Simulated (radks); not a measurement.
Ionisation of the barium ion Ba+, [Xe] 6s1, to [Xe] as the strength of local exchange is varied. Calculated with a radial shooting solver on a logarithmic mesh with Libxc functionals: Dirac Kohn-Sham, Slater X-alpha exchange (alpha = 2/3 is LDA exchange), no correlation, spin-unpolarised, spherical densities, point nucleus.

alpha  E(Ba+) (hartree)  exchange (hartree)  IE (eV)  -e of the level emptied (eV)  <r> of it (bohr)
0.648        -8122.2954           -180.9883    9.256                 6.894 (6s1/2)             4.403
0.667        -8127.6038           -186.4081    9.347                 6.985 (6s1/2)             4.381
0.852        -8179.4588           -239.5158   10.255                 7.897 (6s1/2)             4.174
0.911        -8196.0605           -256.5810   10.553                 8.199 (6s1/2)             4.112
0.984        -8216.6445           -277.7812   10.927                 8.580 (6s1/2)             4.039
1.048        -8234.7298           -296.4457   11.260                 8.921 (6s1/2)             3.978

NIST Atomic Spectra Database: 10.004 eV (measured). The Delta-SCF value meets it near alpha = 0.80. Spin polarisation and multiplet splitting are left out, so open shells lie too high by an amount that depends on their filling.

Beside tabulated values, note that spin-unpolarised runs miss the spin-polarisation part of the exchange energy of open shells.
